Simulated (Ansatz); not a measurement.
Compare A (`C=C(F)/C(F)=C/F`) with its isomer B (`CC#CC(F)(F)F`).

Computed with Ansatz on PBE0-D4/def2-TZVP structures; ΔE is electronic, products minus reactants. CCSD(T)/CBS is the MP2 limit (def2-TZVPP, def2-QZVPP) plus CCSD(T) − MP2 in def2-TZVPP, frozen cores. DFT in def2-TZVPP. B3LYP here is the variant with VWN-RPA as its local correlation; programs differ in this. Each species was taken in one conformer, which may not be the lowest.

A:

Z-matrix (Å, degrees):
```
C
C 1 1.323
H 1 1.081 2 120.5
H 1 1.080 2 119.7 3 180.0
F 2 1.341 1 121.1 3 0.0
C 2 1.451 1 126.3 3 -180.0
F 6 1.331 2 115.0 1 0.0
C 6 1.330 2 124.3 1 180.0
F 8 1.325 6 121.4 2 -180.0
H 8 1.080 6 123.2 2 0.0
```

B:

```xyz
10

C    -0.285   -1.997   -0.512
C    -0.087   -0.610   -0.156
C     0.079    0.541    0.138
C     0.276    1.937    0.496
F    -0.524    2.304    1.504
F     0.018    2.751   -0.534
F     1.536    2.172    0.883
H     0.609   -2.583   -0.288
H    -0.501   -2.093   -1.578
H    -1.122   -2.421    0.048
```

Problem. Which is lower in electronic energy at CCSD(T)/CBS, and by how much? (Best estimate.)

Solution. Computed: B, by 26.1 kJ/mol.

Problem. Give E(B) − E(A) in kJ/mol with B3LYP, CCSD/def2-TZVPP, BLYP-D4, HF/def2-TZVPP, PBE-D4, ωB97M-V, CCSD(T)/def2-SVP. (An estimate is asked.)

Solution. Ansatz gave: B3LYP -12.2, CCSD/def2-TZVPP -31.9, BLYP-D4 -1.2, HF/def2-TZVPP -36.6, PBE-D4 -5.2, ωB97M-V -24.1, CCSD(T)/def2-SVP -41.3. None reverses the order clearly.

Problem. Does the order hold for the free energy at 298.15 K (harmonic terms from PBE0-D4)? (Estimate.)

Solution. Computed: Yes: G(B) − G(A) = -30.0 kJ/mol, for one conformer each. Modes under 60 cm⁻¹, often nearly free rotors, make the harmonic entropy too high.

Largest T1 diagnostic: 0.013.

The D4 term adds +3.5 kJ/mol with B3LYP and +1.8 kJ/mol with PBE0; it sums over pairs of atoms, weighted by their polarisabilities, and B3LYP, whose exchange is more repulsive, gets the larger term. At CCSD(T), def2-SVP lies −15.2 kJ/mol from the extrapolated value and def2-TZVPP −3.2 kJ/mol.
